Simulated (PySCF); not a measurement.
Aluminium: highly charged ions in a basis for the neutral atom

Al⁹⁺ [He] 2s2, Al¹⁰⁺ [He] 2s1. All numbers are calculated (PySCF 2.14, no relativity, point nucleus, in def2-TZVP). No spin-orbit coupling, so a gap to NIST mixes the basis error with missing relativistic terms.

Changed run: basis of the neutral atom used for a highly charged ion. This setting is unsound on purpose.

```csv
species,method,sound run (hartree),changed run (hartree),converged
Al⁹⁺,UHF,not run,-191.52372,yes
Al⁹⁺,M06-L,not run,-191.64682,yes
Al⁹⁺,LDA,not run,-190.62635,yes
Al¹⁰⁺,UHF,not run,-177.10078,yes
Al¹⁰⁺,M06-L,not run,-177.19215,yes
Al¹⁰⁺,LDA,not run,-176.17251,yes
```

Ionisation energy of Al⁹⁺:

| method | changed run (eV) | NIST (eV) |
| --- | --- | --- |
| UHF | 392.47 | 398.65 ± 0.06 |
| M06-L | 393.33 | 398.65 ± 0.06 |
| LDA | 393.31 | 398.65 ± 0.06 |

The contracted functions were made for the neutral atom and can be too rigid for a highly charged ion.
